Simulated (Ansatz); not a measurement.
Reaction (formal loss of a carbene): `CC(O)(F)[SeH]` → `[CH2]` (triplet) + `OC(F)[SeH]`

Isolated molecules relaxed with PBE0-D4/def2-TZVP in Ansatz; ΔE leaves out vibrations. CCSD(T)/CBS adds triple-zeta CCSD(T) − MP2 to the extrapolated MP2 energy (def2 sets, frozen cores). This one scheme is used for every species. DFT in def2-TZVPP. B3LYP here is the variant with VWN-RPA as its local correlation; programs differ in this. Triplets are unrestricted, without spin–orbit coupling. For Se outer-core shells are correlated without core-valence functions, which leaves a few kJ/mol of doubt a bond. Scalar relativity is left out up to krypton. One conformer a species, not always the lowest.

`CC(O)(F)[SeH]`:

```xyz
10

C    -0.711    0.770   -0.553
C     0.318   -0.205   -0.061
O     0.522   -1.169   -1.006
F     1.496    0.471    0.179
Se   -0.193   -1.098    1.652
H    -1.656    0.256   -0.728
H    -0.863    1.557    0.183
H    -0.357    1.208   -1.489
H     1.170   -1.799   -0.670
H     0.275    0.009    2.494
```

`[CH2]` (triplet):

```xyz
3

C    -0.201    0.003    0.189
H    -0.583    0.013   -0.820
H     0.784   -0.016    0.630
```

`OC(F)[SeH]`:

Cartesian coordinates in Å:
```
O -1.308 -0.719 -0.060
C -0.348 0.236 -0.155
F 0.251 0.225 -1.386
Se 1.043 -0.049 1.226
H -0.888 -1.588 -0.093
H -0.822 1.207 -0.020
H 2.073 0.689 0.487
```

```csv
level,ΔE (kJ/mol),difference from CCSD(T)/CBS
PBE-D4,463.4,1.1
r2SCAN-D4,439.5,-22.8
PBE0-D4,455.9,-6.4
B3LYP-D4,450.6,-11.7
ωB97X-V,471.1,8.8
ωB97M-V,463.8,1.5
B2PLYP,448.5,-13.8
PBE,455.9,-6.4
r2SCAN,437.6,-24.7
PBE0,449.5,-12.8
B3LYP,438.5,-23.8
HF/def2-TZVPP,309.5,-152.8
MP2/def2-TZVPP,463.9,1.6
SCS-MP2/def2-TZVPP,462.5,0.2
CCSD/def2-TZVPP,437.5,-24.8
CCSD(T)/def2-TZVPP,449.6,-12.7
HF/def2-QZVPP,309.3,-153.0
MP2/def2-QZVPP,471.1,8.8
SCS-MP2/def2-QZVPP,470.9,8.6
HF/CBS(def2),309.3,-153.0
MP2/CBS(def2),476.5,14.2
CCSD/CBS(def2),450.2,-12.1
CCSD(T)/CBS,462.3,0
```

Largest T1 diagnostic among the species: 0.011.

From PBE to PBE0 (25 % exact exchange), in def2-TZVPP and without D4, ΔE moves by −6.4 kJ/mol. In def2-TZVPP, CCSD(T) changes the Hartree–Fock value by +140.1 kJ/mol (the triples alone add +12.1 kJ/mol) and MP2 by +154.4 kJ/mol.
